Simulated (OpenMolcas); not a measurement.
## Ag6+: effect of the active space

| Item | Value |
| --- | --- |
| Program | OpenMolcas 26.06 |
| Method | SS-CASPT2 or its RAS form, IPEA 0.25 Eh, imaginary shift 0.1 Eh |
| Basis | ANO-RCC-VQZP |
| Scalar Hamiltonian | DKH2, point nucleus |
| Spin-orbit coupling | RASSI with atomic mean-field integrals over the reference wave functions, term energies averaged over their components |

A. 5 electrons in 5 orbitals (4d); 2S+1 = 6 even, 1 root; 2S+1 = 4 even, 24 roots; 2S+1 = 2 even, 75 roots; closed shells correlated: 4s 4p; CASPT2 step about 40 core-seconds
B. 11 electrons in 8 orbitals (RAS1 4p, at most 2 holes; RAS2 4d); 2S+1 = 6 even, 1 root; 2S+1 = 4 even, 24 roots; 2S+1 = 2 even, 67 roots; closed shells correlated: 4s; CASPT2 step about 2.4 core-minutes
C. 5 electrons in 10 orbitals (4d 5d); 2S+1 = 6 even, 1 root; 2S+1 = 4 even, 24 roots; 2S+1 = 2 even, 67 roots; closed shells correlated: 4s 4p; CASPT2 step of the order of 27 core-minutes

Energies in cm-1 above 4d5 6S 5/2, the measured ground level; measured values from the list in Gamrath, thesis, University of Mons (2023).

```
               Level      A      B      C  Measured
          4d5 6S 5/2    0.0    0.0    0.0       0.0
          4d5 4G 5/2  31170  31160  31200     29390
          4d5 4G 7/2  32010  32000  32050     30378
         4d5 4G 11/2  32260  32240  32360     30662
          4d5 4G 9/2  32460  32450  32530     30907
   4d5 4P 3/2 [55 %]  34860  35050  34960     32994
   4d5 4P 1/2 [68 %]  36380  36590  36480     34605
          4d5 4D 7/2  38270  38550  38420     36485
   4d5 4D 1/2 [69 %]  40290  40580  40400     38685
   4d5 4D 5/2 [56 %]  40970  41220  41080     39299
   4d5 4D 3/2 [55 %]  41340  41620  41460          
         4d5 2I 11/2  46620  46310  46550     44011
         4d5 2I 13/2  48010  47710  47980     45546
4d5 2D 3/2(1) [53 %]  50630  50760  50710          
   4d5 4F 7/2 [51 %]  51710  51740  51760          
   4d5 4F 9/2 [63 %]  51880  51900  51980     49104
          4d5 4F 5/2  53650  53720  53730     51049
4d5 2F 7/2(1) [53 %]  55570  55670  55670          
   4d5 4F 3/2 [53 %]  56250  56670  56400          
   4d5 2H 9/2 [52 %]  56630  56490  56650          
       4d5 2G 7/2(1)  58740  58860  58710     55773
         4d5 2H 11/2  60610  60350  60630     57962
       4d5 2F 7/2(2)  62440  62670  62510     59792
          4d5 2S 1/2  66860  67840  67350
```

Deviations, from unrounded energies. A percentage is the sum of absolute deviations over the sum of measured energies, with the sign that they share, or ± where signs differ.

| Against measurement | Levels | A | B | C |
| --- | --- | --- | --- | --- |
| mean absolute deviation (cm-1) | 16 | 2100 | 2200 | 2200 |
| other terms of the ground configuration (%) | 16 | +5.1 | +5.2 | +5.2 |

A, B, C lie about equally close to measurement. The largest miss of A in the table is 4d5 2G 7/2(1), by +3000 cm-1. The ranking rests on the paired levels alone, and a cruder setting can come out closer through cancelling errors.

The spin-orbit steps hold different terms of 4d5 (B lacks a 2D, 2P; C lacks a 2D, 2P), which shifts levels as well.

Among A to C the level of the table that moves most is 4d5 2S 1/2, by 980 cm-1 (lowest in A, highest in B). Moves below CASPT2's spread within the term are not significant.

Term energies are means over components that CASPT2 splits; among the terms shown or strongly mixed into the levels shown the widest spread is 170 cm-1 (4d5 2I, B). Active for correlation alone: 4p; no level in the range computed is led by a configuration that opens it, so any true level of that kind is missing (holds for B). Active for correlation alone: 5d; no level in the range computed is led by a configuration that fills it, so any true level of that kind is missing (holds for C). Computed and measured levels are paired by configuration, term and J; levels that our copy of the source lacks, or whose pairing is in doubt (as where it misses far off the trend of its configuration), stay unpaired and out of the deviations. Only configurations of the active space appear. The table leaves out levels that lie high or whose names do not pair safely across all columns.

A share in square brackets marks a mixed level and gives the weight of the term that names it, the lowest over the columns. A number in round brackets counts repeated terms of one configuration in the order of the reference energies.
